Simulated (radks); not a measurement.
The numbers below are computed, except where a source is named.
Dipole-allowed excitations along the series with 30 electrons in [Ar] 3d10 4s2. Code: a radial shooting solver on a logarithmic mesh with Libxc functionals. Model: scalar-relativistic Kohn-Sham, exchange-only LDA, spin-polarised, spherical densities, finite nucleus; Fermi nuclear charge, rms radius of each element as measured or else 0.836 A^(1/3) + 0.57 fm. Time-dependent linear response with the Hartree and adiabatic exchange-only LDA kernel, continuum included through the Sternheimer equations, no spin-orbit coupling, so fine structure and intercombination lines are absent. Lines are the poles of the dipole polarisability below minus the highest occupied eigenvalue, found on a grid refined at the orbital gaps; the lowest seven at most are given, and weak or close lines can be missed. The first line takes the name of the lowest orbital gap if no other gap lies below it; otherwise a line is named after a gap within 0.6 % of it, if that gap stands alone.

species  -e(HOMO) (eV)  lowest orbital gap (eV)  first line (eV)     f  static alpha (bohr^3)
Sb21+           646.05             4s-4p 54.775   64.251 (4s-4p)  1.22                 0.2385
Te22+           697.43             4s-4p 57.867   67.695 (4s-4p)  1.21                 0.2131
Xe24+           805.96             4s-4p 64.393   74.931 (4s-4p)  1.19                 0.1715
Cs25+           863.12             4s-4p 67.840   78.734 (4s-4p)  1.19                 0.1544

Estimate the first line of I23+, its oscillator strength and the static polarisability.

Answer. 71.252 eV (4s-4p), f = 1.20, alpha = 0.1909 bohr^3.
